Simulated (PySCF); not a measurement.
**Spinor energies of Sb (antimony, neutral)**

Start: [Kr] 4d10 5s2 5p3; 5p1/2 filled at m_j = -1/2, +1/2; 5p3/2 filled at m_j = +3/2. Calculated with PySCF 2.14 in x2c-TZVPPall-2c with one added diffuse shell each of s, p, d, f type (9s10p6d3f, 90 functions): generalised Hartree-Fock with the X2C-1e Hamiltonian and a Gaussian nucleus; spin-orbit coupling (SO) screened by Boettger's factors.

```csv
spinor shell,electrons,"ε, screened SO (eV)",weight of nominal j (screened SO),"rms radius, screened SO (bohr)"
1s1/2,2,-30641.0,1.000,0.0325
2s1/2,2,-4757.3,1.000,0.133
2p1/2,2,-4439.4,1.000,0.115
2p3/2,4,-4185.2,1.000,0.120
3s1/2,2,-973.27,1.000,0.352
3p1/2,2,-841.93,1.000,0.345
3p3/2,4,-793.47,1.000,0.356
3d3/2,4,-563.53,1.000,0.329
3d5/2,6,-553.68,1.000,0.332
4s1/2,2,-176.12,1.000,0.843
4p1/2,2,-129.49,1.000,0.893
4p3/2,4,-120.41,1.000,0.922
4d3/2,4,-44.742,0.990,1.11
4d5/2,6,-43.352,0.993,1.12
5s1/2,2,-16.875,1.000,2.45
5p1/2,2,-9.241,0.596,3.06
5p3/2,1,-8.825,1.000,3.13
```

```tsv
quantity	screened SO
E (hartree)	-6478.82598
M_J	3/2
⟨J²⟩	3.754
⟨L²⟩	0.065
⟨S²⟩	3.706
```

Each row is a mean over spinors that exchange with the open shell spreads, by up to 5.970 eV (5s1/2).

Rows whose weight is well below 1 are mixtures of j = l ± 1/2: exchange outweighs spin-orbit coupling there, and the label is only the starting occupation.

Breit and QED terms are absent; they matter most for the inner s and p1/2 levels.

Densities and radii are taken from the X2C orbitals without a picture-change correction, which distorts them close to the nucleus.
